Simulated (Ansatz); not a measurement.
Start from `[SiH2]1[SiH2]S1` and change one element to get `[SiH2]1[SiH2][Se]1`.

Ansatz, PBE0-D4/def2-TZVP geometries, multiplicity 1. 

Scalar relativity is left out up to krypton.

| property | `[SiH2]1[SiH2]S1` |
| --- | --- |
| HOMO energy (ωB97M-V/def2-TZVPP) / eV | -9.26 |
| HOMO energy (PBE0/def2-TZVPP) / eV | -7.31 |
| HOMO–LUMO gap (PBE/def2-TZVPP) / eV | 5.05 |
| HOMO–LUMO gap (ωB97M-V/def2-TZVPP) / eV | 10.54 |
| LUMO energy (B3LYP/def2-TZVPP) / eV | -0.62 |
| LUMO energy (PBE/def2-TZVPP) / eV | -1.26 |

(1) Give the same properties after the change, and the shifts. (An estimate is asked.)

Answers

(1) The calculation gave: 
```csv
property,`[SiH2]1[SiH2][Se]1`,shift
HOMO energy (ωB97M-V/def2-TZVPP) / eV,-9.15,0.11
HOMO energy (PBE0/def2-TZVPP) / eV,-7.07,0.24
HOMO–LUMO gap (PBE/def2-TZVPP) / eV,4.67,-0.38
HOMO–LUMO gap (ωB97M-V/def2-TZVPP) / eV,10.36,-0.18
LUMO energy (B3LYP/def2-TZVPP) / eV,-0.72,-0.10
LUMO energy (PBE/def2-TZVPP) / eV,-1.33,-0.07
```

With PBE0 the HOMO rises by 0.24 eV and the LUMO falls by 0.06 eV, so the gap narrows by about 0.30 eV. PBE moves the HOMO by 0.31 eV and ωB97M-V by 0.11 eV.

B3LYP here is the variant with VWN-RPA as its local correlation; programs differ in this.

Spin–orbit coupling is left out; it splits and shifts lone-pair levels of the heavy atoms by tenths of an eV.
